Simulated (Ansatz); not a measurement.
```yaml
crystal:
  periodic: [false, false, false]
  atoms:
    - {symbol: B, position_ang: [-0.335737, 1.209990, -0.056105]}
    - {symbol: O, position_ang: [-0.234181, 0.582395, 0.644657]}
    - {symbol: C, position_ang: [0.468062, -1.151101, 0.635559]}
    - {symbol: S, position_ang: [0.867868, -1.181875, -1.022114]}
    - {symbol: S, position_ang: [-0.577370, 0.465540, -2.221500]}
    - {symbol: H, position_ang: [-0.943495, 2.465936, 0.026896]}
    - {symbol: H, position_ang: [-0.685873, -1.778516, 1.049395]}
    - {symbol: H, position_ang: [0.965634, -1.207053, 0.973427]}
basis:
  gaussian: {orbitals: def2-SVPD}
total_charge: -1
magnetization: {spin_polarized: true, initial_magnetization: 2}
hamiltonian: {xc: {name: revPBE}, dispersion: d3bj, pseudopotentials: {relativity: scalar}}
```

```sh
$ ansatz run in.yaml --threads 2 --pin off --events-out ev --progress --plain --max-ram 4352MiB
```

It prints (some lines left out):

```
Error: a molecule whose nuclei and cores have a total charge of 54 cannot have a net charge of -1 together with 2 unpaired electrons
```

(1) Something in this input is off. What?

Results:

(1) The number of unpaired electrons doesn't fit the electron count. The program refused the input.
